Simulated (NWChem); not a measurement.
C2H4BNO2; SMILES CB(O)N=C=O

```xyz
10

B     -0.0768     0.9573    -0.0021
C      1.2453     1.8131    -0.0002
H      1.8880     1.5211    -0.8465
H      1.8274     1.5966     0.9111
H      1.0821     2.9004    -0.0504
N      0.0026    -0.4733    -0.0012
C     -0.0051    -1.6666    -0.0003
O      0.0073    -2.8357     0.0005
O     -1.3265     1.4837     0.0005
H     -1.3189     2.4455    -0.0002
```
Atoms are numbered in this order, from 1.

All runs: NWChem. Structure relaxed at the PBE0/def2-SVP level.

For level CAM-B3LYP/def2-TZVP:

| Item | Result |
|---|---|
| highest occupied level (eV) | -9.83 |
| orbital gap (eV) | 10.60 |
| dipole (D) | 3.71 |

Estimate the same quantities for level LDA (Slater exchange, VWN5)/def2-TZVP.


- highest occupied level (eV) = -7.23
- orbital gap (eV) = 5.60
- dipole (D) = 3.59
